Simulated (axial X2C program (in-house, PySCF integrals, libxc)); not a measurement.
Correcting the dissociation energy of GeO⁺ for spin–orbit coupling

A spin-free PBE0 curve (one-electron X2C) was computed with an in-house relativistic program for diatomic molecules, basis Ge dyall-cv3z [9s9p7d4f1g], O dyall-av3z [7s6p3d2f] (cores contracted in-house), for the state M_S = 1/2, Λ = 1 (beyond evenly filled blocks: π+α, π+β, π-α). It gives D0 = 3.570 eV to Ge+ + O, which in a spin-free picture are the weighted means of the ground terms.

Measured levels of the ground terms (NIST Handbook of Basic Atomic Spectroscopic Data), in cm⁻¹: Ge+ 2P: J = 1/2 at 0, J = 3/2 at 1767.4; O 3P: J = 2 at 0, J = 1 at 158.3, J = 0 at 227.

The two components of the molecular doublet are 289 cm⁻¹ apart in the PBE0 2c search (Ω = 3/2 lower), so the lower one lies 144 cm⁻¹ under their mean.

How far does each ground level lie under the (2J+1)-weighted mean of its term?

Ge+: (2 × 0 + 4 × 1767.4)/6 = 1178 cm⁻¹; O: (5 × 0 + 3 × 158.3 + 1 × 227)/9 = 78 cm⁻¹.

Correct D0.

D0 = 3.570 + (144 − 1256)/8065.5 = 3.432 eV at PBE0 with these spin–orbit terms.

Second-order spin–orbit effects in the molecule, which grow quickly with Z, are left out. The state is a single determinant with fixed occupations, the lowest that a limited PBE0 search found. Dissociation energies refer to the lowest single-determinant-based atoms at the same level and basis. PBE0 can misorder states that lie within some tenths of an eV, so this need not be the ground state of the molecule. The nearest other spin-free determinant of the search, M_S = 1/2, Λ = 0, lies 0.34 eV up at the distance of the search. Without a current term, density functionals place determinants with orbital angular momentum somewhat too high.
